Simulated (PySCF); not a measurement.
# Dipole polarisabilities along group 15

Calculated with PySCF 2.14 for the ground configurations, without spin-orbit coupling: coupled response for Hartree-Fock and DFT, finite fields for MP2 and CCSD(T), with N 1s2; P [Ne]; As [Ar] 3d10; Sb 4s2 4p6 4d10; Bi 5s2 5p6 5d10 frozen. Mean α in bohr³, C₆ of like pairs in atomic units.

| species | α UHF | α PBE | α PBE0 | α MP2 | α CCSD(T) | α recommended (Schwerdtfeger and Nagle) | C₆ UHF | C₆ PBE | C₆ PBE0 |
| --- | --- | --- | --- | --- | --- | --- | --- | --- | --- |
| N [He] 2s2 2p3 (def2-QZVPPD, non-relativistic) | 7.158 | 8.115 | 7.685 | 7.123 | 7.210 | 7.4 ± 0.2 | 23.19 | 27.72 | 25.85 |
| P [Ne] 3s2 3p3 (def2-QZVPPD, non-relativistic) | 25.38 | 27.09 | 26.15 | 24.82 | 24.82 | 25 ± 1 | 187.2 | 200.6 | 192.7 |
| As [Ar] 3d10 4s2 4p3 (def2-QZVPPD, non-relativistic) | 30.42 | 32.60 | 31.33 | 30.03 | 30.13 | 30 ± 1 | 260.1 | 278.3 | 266.5 |
| Sb [Kr] 4d10 5s2 5p3 (def2-QZVPPD with the def2 core potential (28 electrons), ECP) | 44.29 | 47.59 | 45.53 | 43.85 | 43.98 | 43 ± 2 | 490.7 | 525.1 | 500.7 |
| Bi [Xe] 4f14 5d10 6s2 6p3 (def2-QZVPPD with the def2 core potential (60 electrons), ECP) | 50.16 | 54.95 | 52.20 | 49.98 | 50.20 | 48 ± 4 | 608.6 | 665.6 | 629.9 |

Hartree-Fock lacks correlation. PBE lies above the recommended values here, as self-interaction makes its density too diffuse. MP2 and CCSD(T) carry the error of the frozen core. All values carry a basis error.
